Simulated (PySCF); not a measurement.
B(H)(F)(NMe2) (C₂H₇BFN), SMILES CN(C)BF. Atoms are numbered in the order given.

```xyz
12

B      0.7410    -0.8337     0.0000
H      1.9469    -0.8681     0.0000
F      0.0592    -1.9903     0.0000
N      0.0517     0.3825     0.0000
C     -1.3972     0.4694     0.0000
C      0.7379     1.6585     0.0000
H     -1.7627     1.0115    -0.8914
H     -1.7627     1.0115     0.8914
H     -1.8343    -0.5370     0.0000
H      0.4717     2.2570     0.8909
H      0.4717     2.2570    -0.8909
H      1.8252     1.5037     0.0000
```
Charge 0, spin multiplicity 1.

The structure is a stationary point at B3LYP-D3(BJ)/def2-SVP. The structure was generated by enumeration, and PubChem lists no compound with its InChIKey, so it may never have been made. Other conformers were not sampled.

Level of theory: r2SCAN/def2-TZVP in PySCF.

Symmetry labels are those of the subgroup Cs that the program uses (full group Cs).

Problem. List the valence orbital energies around the gap with their symmetry. (The exact figures need the calculation; the answer reports its results.)

Solution. 
```
orbital  symmetry  energy (eV)
-------  --------  -----------
HOMO−7         A"       -11.84
HOMO−6         A"       -10.63
HOMO−5         A'       -10.50
HOMO−4         A"       -10.05
HOMO−3         A'        -9.78
HOMO−2         A'        -9.54
HOMO−1         A'        -8.29
HOMO           A"        -6.24
LUMO           A"         0.24
LUMO+1         A'         1.04
LUMO+2         A'         1.94
LUMO+3         A'         2.46
```
